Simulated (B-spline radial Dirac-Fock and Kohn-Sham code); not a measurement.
Calculated with a radial atomic solver, using a relativistic independent-particle model: LDA orbitals of the hole state, radiative multipoles to third order, Auger rates from the Coulomb interaction with a continuum orbital, Dirac-Fock energies. Free neutral atoms.

Q: Order these holes by fluorescence yield, smallest first.
A. In L3 (2p3/2)
B. K L2 (2p1/2)
C. F K (1s)
D. Ba M4 (3d3/2)
E. Pt M4 (3d3/2)

A: B (0.000182), D (0.000556), C (0.0112), E (0.0249), A (0.0662).
